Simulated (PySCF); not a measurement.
CH₆N₂OW, SMILES [NH2][W](=[O])([CH3])=[NH], multiplicity 1. Geometry: PBE-D3(BJ)/def2-SVP. The multiplicity is an assumed one; no other spin state was optimised. The structure was generated by enumeration; whether it is a known compound was not checked. The def2 effective core potentials stand for the cores of W; spin–orbit coupling is left out. Other conformers were not sampled.

These are PBE-D3(BJ)/def2-SVP (PySCF) values and carry that method's errors.

Harmonic wavenumbers (cm⁻¹): 172, 188, 197, 203, 219, 269, 399, 509, 531, 544, 623, 632, 647, 678, 706, 937, 975, 1163, 1359, 1364, 1466, 2962, 3065, 3075, 3460, 3508, 3558. Rotational constants (GHz): 3.365, 3.037, 2.933; symmetry number 1.

Problem. Work out the zero-point energy and the ideal-gas rigid-rotor harmonic-oscillator thermochemistry at 298.15 K and 1 atm.

Solution. ZPE = ½ Σ hcν = ½ × 33410 cm⁻¹ = 47.76 kcal/mol. H − E(el) = 53.28 kcal/mol. Entropy in cal/(mol K): translation 42.40, rotation 26.77, vibration 17.38, total 86.56. G − E(el) = 27.47 kcal/mol. Cp = 29.92 cal/(mol K).
